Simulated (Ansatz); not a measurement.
Calculated with Ansatz (gas phase, PBE0-D4/def2-TZVP geometries, no zero-point term in ΔE). CBS: MP2 limit from def2 TZ/QZ plus the TZ coupled-cluster correction, frozen cores. This one scheme is used for every species. DFT in def2-TZVPP. B3LYP here is the variant with VWN-RPA as its local correlation; programs differ in this. HSE06 is defined as in plane-wave codes. def2 core potentials past Kr. For Se, Te outer-core shells are correlated without core-valence functions, which leaves a few kJ/mol of doubt a bond. Scalar relativity is left out up to krypton. Each species was taken in one conformer, which may not be the lowest.

`CC([SeH])[TeH]` + `[NH2][AlH2]` → `[NH2][AlH][SeH]` + `CC[TeH]`  (formal exchange of groups at the Se–C bond)

| level | ΔE (kcal/mol) | difference from CCSD(T)/CBS |
| --- | --- | --- |
| LDA (SPW92) | -38.3 | 1.1 |
| BLYP-D4 | -37.2 | 2.2 |
| r2SCAN-D4 | -41.3 | -1.9 |
| B97M-V | -37.4 | 2.0 |
| PBE0-D4 | -40.5 | -1.1 |
| B3LYP-D4 | -39.1 | 0.3 |
| r2SCAN0-D4 | -42.3 | -2.9 |
| HSE06-D4 | -40.6 | -1.2 |
| BHLYP-D4 | -40.9 | -1.5 |
| CAM-B3LYP-D4 | -39.9 | -0.5 |
| ωB97X-V | -39.5 | -0.1 |
| ωB97M-V | -39.7 | -0.3 |
| B2PLYP | -40.2 | -0.8 |
| PBE-QIDH | -40.9 | -1.5 |
| PBE | -39.9 | -0.5 |
| revPBE | -40.6 | -1.2 |
| BLYP | -40.0 | -0.6 |
| r2SCAN | -41.5 | -2.1 |
| PBE0 | -41.6 | -2.2 |
| B3LYP | -41.3 | -1.9 |
| r2SCANh | -42.0 | -2.6 |
| r2SCAN0 | -42.6 | -3.2 |
| HSE06 | -41.6 | -2.2 |
| BHLYP | -42.8 | -3.4 |
| CAM-B3LYP | -41.1 | -1.7 |
| LC-ωPBE | -41.6 | -2.2 |
| RPA@PBE/def2-TZVPP | -36.7 | 2.7 |
| HF/def2-SVP | -44.8 | -5.4 |
| MP2/def2-SVP | -39.3 | 0.1 |
| CCSD/def2-SVP | -40.4 | -1.0 |
| HF/def2-TZVPP | -44.6 | -5.2 |
| MP2/def2-TZVPP | -38.0 | 1.4 |
| SCS-MP2/def2-TZVPP | -38.0 | 1.4 |
| CCSD/def2-TZVPP | -39.9 | -0.5 |
| CCSD(T)/def2-TZVPP | -38.9 | 0.5 |
| HF/def2-QZVPP | -44.5 | -5.1 |
| MP2/def2-QZVPP | -38.3 | 1.1 |
| SCS-MP2/def2-QZVPP | -38.3 | 1.1 |
| HF/CBS(def2) | -44.4 | -5.0 |
| CCSD/CBS(def2) | -40.4 | -1.0 |
| CCSD(T)/CBS | -39.4 | 0 |

Task: What do rigid-rotor, harmonic-oscillator terms from PBE0-D4/def2-TZVP frequencies (298.15 K, 1 bar) make of the CCSD(T)/CBS value? (Estimate.)

Result: Ansatz gave: ΔZPE = +2.5 kcal/mol, ΔH = -36.8 kcal/mol, ΔS = 20 J/(mol·K), ΔG = -38.2 kcal/mol.

Largest T1 diagnostic among the species: 0.011.

In def2-TZVPP, CCSD(T) changes the Hartree–Fock value by +5.7 kcal/mol (the triples alone add +1.0 kcal/mol) and MP2 by +6.6 kcal/mol. Leaving LDA and LC-ωPBE aside and taking each functional with its dispersion term where it has one, the values spread over 5.1 kcal/mol, from r2SCAN0-D4 to BLYP-D4. LDA lies +1.6 kcal/mol from PBE without D4.
